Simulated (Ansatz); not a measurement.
Harmonic frequencies (cm⁻¹) at PBE0-D4/def2-TZVP from Ansatz: 31, 68, 192, 361, 378, 468, 523, 597, 628, 660, 734, 933, 1133, 1154, 1187, 1217, 1268, 1330, 1388, 1436, 3122.

Each molecule was computed in one conformer, which needn't be the lowest.

Problem. Which molecule is it?
A. `FC1=C(F)C(F)C1`
B. `C=C(F)CF`
C. `FC(F)OC(F)(F)F`
D. `FC(F)OC(F)F`

Solution. C.
